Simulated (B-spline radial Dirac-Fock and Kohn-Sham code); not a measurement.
Dipole and non-dipole photoemission parameters of Os⁵⁺ 3d3/2

System: the Os⁵⁺ ion, configuration 1s2 2s2 2p6 3s2 3p6 3d10 4s2 4p6 4d10 4f14 5s2 5p6 5d3; threshold 2110.9 eV (orbital energy of the model). The computed values come from an atomic code on a B-spline grid: Dirac-Hartree-Slater photoionisation with a Latter tail; cross sections with all multipoles, angular parameters from the dipole term and its interference with E2.

For linearly polarised light dσ/dΩ = σ/(4π) [1 + β P₂(cos θ) + (δ + γ cos²θ) sin θ cos φ], with θ from the polarisation vector and φ the angle between the beam and the projection of the electron momentum on the plane normal to the polarisation.

| hν (eV) | σ (kb) | β | γ | δ |
| --- | --- | --- | --- | --- |
| 2150 | 341 | 0.404 | -0.049 | -0.002 |
| 2590 | 220 | 0.742 | -0.217 | -0.008 |
| 2800 | 179 | 0.879 | -0.217 | 0.008 |
| 2820 | 176 | 0.890 | -0.215 | 0.009 |
| 4000 | 66.4 | 1.203 | 0.090 | 0.065 |
| 4670 | ? | ? | ? | ? |
| 5414.7 | 26.9 | 1.279 | 0.504 | 0.098 |
| 5950 | 20.1 | 1.283 | 0.644 | 0.108 |
| 11100 | 2.61 | 1.171 | 1.585 | 0.194 |
| 12000 | 2.00 | 1.146 | 1.699 | 0.209 |

**Question.** Give the values at 4670 eV.

**Answer.** σ = 42.1 kb, β = 1.255, γ = 0.294, δ = 0.083.
